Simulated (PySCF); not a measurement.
## Ionising TlTe

LDA; Tl cc-pVDZ-PP with ECP60, Te cc-pVDZ-PP with ECP28; scalar-relativistic core potentials (PySCF 2.14). Neutral (UKS): doublet (π ↑), Re = 2.876 Å, ωe = 144 cm⁻¹, De = 3.21 eV, HOMO -5.01 eV, LUMO -5.18 eV.

TlTe⁺ (UKS): triplet (π ↑↑), Re = 3.277 Å, ωe = 86.9 cm⁻¹. The energies at the minima are -439.94363 hartree for TlTe and -439.65898 for TlTe⁺.

Q: Work out the adiabatic ionisation energy, without and with harmonic zero-point energies (1 hartree = 27.2114 eV, 1 eV = 8065.5 cm⁻¹), and the change of the bond length.

A: At LDA: 0.28465 hartree = 7.746 eV between the minima; the zero-point term (86.9 − 144.0)/2 cm⁻¹ = -0.004 eV makes it 7.742 eV. Re changes by +40.1 pm against the neutral. The electron leaves a π orbital, and the longer bond of the ion fits a bonding orbital, or a change in how ionic the bond is.

Spin–orbit coupling is left out, which matters for elements this heavy, above all for dissociation energies. Counting both spins, an empty level lies below a filled one in some of these solutions, because spin and occupation are held. States were picked by a PBE0 search and need not be the measured ground states.
